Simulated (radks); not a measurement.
Question: These are the eigenvalues of the occupied orbitals of an atom or ion with whole-number occupations (Ry). Calculated with a radial shooting solver on a logarithmic mesh with Libxc functionals: Dirac Kohn-Sham, PBE, spin-unpolarised, spherical densities, finite nucleus; Fermi nuclear charge, rms radius of each element as measured or else 0.836 A^(1/3) + 0.57 fm.

1s1/2: -5587.000
2s1/2: -978.6105
2p1/2: -937.7880
2p3/2: -818.1696
3s1/2: -230.6617
3p1/2: -212.3127
3p3/2: -186.1214
3d3/2: -155.3902
3d5/2: -149.7298
4s1/2: -51.03994
4p1/2: -43.28628
4p3/2: -37.09202
4d3/2: -24.36042
4d5/2: -23.21041
5s1/2: -9.49813
5p1/2: -7.05409
4f5/2: -7.01973
4f7/2: -6.79028
5p3/2: -6.04390
5d3/2: -2.77347
5d5/2: -2.66677

Which element is it, and in what charge state? The configuration may be excited. Open shells, if any, are shared by 2j + 1.

Answer: Z = 77, iridium, charge +3: Ir3+ in [Xe] 4f14 5d6. The list shows which subshells hold electrons but not how many an open one holds; the 1s level, -2793.5 hartree, gives Z - s = 74.7 by -(Z - s)^2/2, which with screening and relativity narrows Z to a few neighbours, and the depths of the outer levels then fix element, charge and occupations together.
